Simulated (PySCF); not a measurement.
CsBr, SMILES [Br][Cs].

Coordinates come from a PBE0-D3(BJ)/def2-TZVPD optimisation. The def2 effective core potentials stand for the cores of Cs; spin–orbit coupling is left out.

Two levels are set side by side: PBE/def2-TZVPD (PySCF) and HF/def2-TZVPD (PySCF). Same geometry, gas phase. Differences are taken from unrounded values.

```
quantity                        HF
---------------------------  -----
orbital gap (eV)              8.14
highest occupied level (eV)  -8.39
lowest empty level (eV)      -0.25
dipole moment (D)            11.61
mean polarisability (bohr³)   51.9
```

Q: What does PBE give, and how far is it from HF? (The exact figures need the calculation; the answer reports its results.)

A: 
```tsv
quantity	PBE	PBE minus HF
orbital gap (eV)	2.94	-5.20
highest occupied level (eV)	-4.62	3.77
lowest empty level (eV)	-1.68	-1.42
dipole moment (D)	10.54	-1.07
mean polarisability (bohr³)	66.7	14.8
```

PBE's occupied levels lie high since its potential decays too fast outside the molecule; exact exchange lowers them and widens the gap. PBE's more diffuse valence density responds more strongly to a field. Differences between two approximate levels are no errors against the true value.

Rough cost on one machine, each run with all the roots and properties that it gave: HF against PBE about 1/4.
